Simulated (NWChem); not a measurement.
System meant: BaClF; SMILES [Cl][Ba][F]

The following NWChem deck was run.

```
start job
memory heap 200 mb stack 900 mb global 1100 mb
geometry units angstroms noautoz
  Ba    -0.167185    -0.336135     0.000000
  F      1.667635    -1.599131     0.000000
  Cl    -0.018124     2.434624     0.000000
end
basis spherical
  * library def2-svp
end
ecp
  Ba library def2-ecp
end
dft
  xc b3lyp
  iterations 4
  mulliken
end
task dft energy
```

End of the output:

```
    Atom       Charge   Shell Charges
 -----------   ------   -------------------------------------------------------
    1 Ba  10     9.33   0.26  1.57  0.23  0.05  4.34  1.61  0.26  0.71  0.30
    2 F    9     9.43   1.98  1.03  0.85  3.22  2.35  0.00
    3 Cl  17    17.24   2.00  1.96  1.05  0.81  5.82  2.27  3.33  0.00

 center of mass
 --------------
 x =  -0.06418180 y =  -0.09485439 z =   0.00000000

 moments of inertia (a.u.)
 ------------------
        1000.064910383330           0.000000000000           0.000000000000
           0.000000000000         169.239559203283           0.000000000000
           0.000000000000           0.000000000000        1169.304469586613

     Multipole analysis of the density
     ---------------------------------

     L   x y z        total         alpha         beta         nuclear
     -   - - -        -----         -----         ----         -------
     0   0 0 0      0.000000    -18.000000    -18.000000     36.000000

     1   1 0 0     -2.513409    -14.876511    -14.876511     27.239614
     1   0 1 0     -1.411133    -17.295211    -17.295211     33.179290
     1   0 0 1      0.000000      0.000000      0.000000      0.000000

     2   2 0 0    -32.246745    -46.806450    -46.806450     61.366155
     2   1 1 0      4.762071     13.246150     13.246150    -21.730230
     2   1 0 1     -0.000000     -0.000000     -0.000000      0.000000
     2   0 2 0    -48.125947   -251.080671   -251.080671    454.035394
     2   0 1 1     -0.000000     -0.000000     -0.000000      0.000000
     2   0 0 2    -28.174497    -14.087248    -14.087248      0.000000

 ------------------------------------------------------------------------
 dft energy failed                                                                                  0
 ------------------------------------------------------------------------
 ------------------------------------------------------------------------
  current input line :
    19: task dft energy
 ------------------------------------------------------------------------
 ------------------------------------------------------------------------
 This type of error is most commonly associated with calculations not reaching convergence criteria
 ------------------------------------------------------------------------
 For more information see the NWChem manual at https://nwchemgit.github.io

0:dft energy failed:Received an Error in Communication
```

Can this run be used? If not, why, and what is the fix?

Convergence was not reached. Cause: the SCF was allowed too few iterations. This input runs:
```
start job
memory heap 200 mb stack 900 mb global 1100 mb
geometry units angstroms noautoz
  Ba    -0.167185    -0.336135     0.000000
  F      1.667635    -1.599131     0.000000
  Cl    -0.018124     2.434624     0.000000
end
basis spherical
  * library def2-svp
end
ecp
  Ba library def2-ecp
end
dft
  xc b3lyp
  iterations 150
  mulliken
end
task dft energy
```
It converges to -585.46510 Ha (B3LYP/def2-SVP with def2 effective core potentials on Ba).
